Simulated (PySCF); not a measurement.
Geometry:
```
atom   x (Å)   y (Å)   z (Å)
 Al1   0.359   0.621   0.004
 Cl2   2.430   0.664   0.299
 Cl3  -0.683   2.409  -0.291
  N4  -0.510  -0.900  -0.002
  H5  -1.510  -0.982  -0.139
  H6  -0.087  -1.812   0.129
```

Method: geometry: PBE0-D3(BJ)/def2-SVP, GIAO B3LYP/pcSseg-1 (pcSseg-2 on Al) shieldings, in PySCF 2.14 (averaged over atoms made equivalent by symmetry, fast rotation or ring inversion, non-relativistic, a single conformation, isolated molecule).

Scale: TMS for ¹H (σref 31.38); ²⁷Al (σref 571.15) vs [Al(H2O)6]3+; ³⁵Cl (σref 930.46) vs HCl; NH3 for ¹⁵N (σref 263.54) (reference shieldings calculated alike).

```
  atoms  nucleus  count  δ (ppm)
  H5/H6       ¹H      2        ?
Cl2/Cl3     ³⁵Cl      2      -36
     N4      ¹⁵N      1     27.1
    Al1     ²⁷Al      1        ?
```

Question: Complete the table.

Answer: 
- H5/H6: 0.87 ppm, hydrogen on a nitrogen bonded to Al
- Al1: 172.6 ppm, aluminium bonded to 2 Cl, N

OH and NH positions are those of a molecule without intermolecular hydrogen bonds; in solution they move with solvent, concentration and temperature, and exchange usually removes their couplings. Experimental scales use liquid or dissolved standards, which lie at an offset from isolated NH3 (liquid NH3: subtract about 20 ppm).
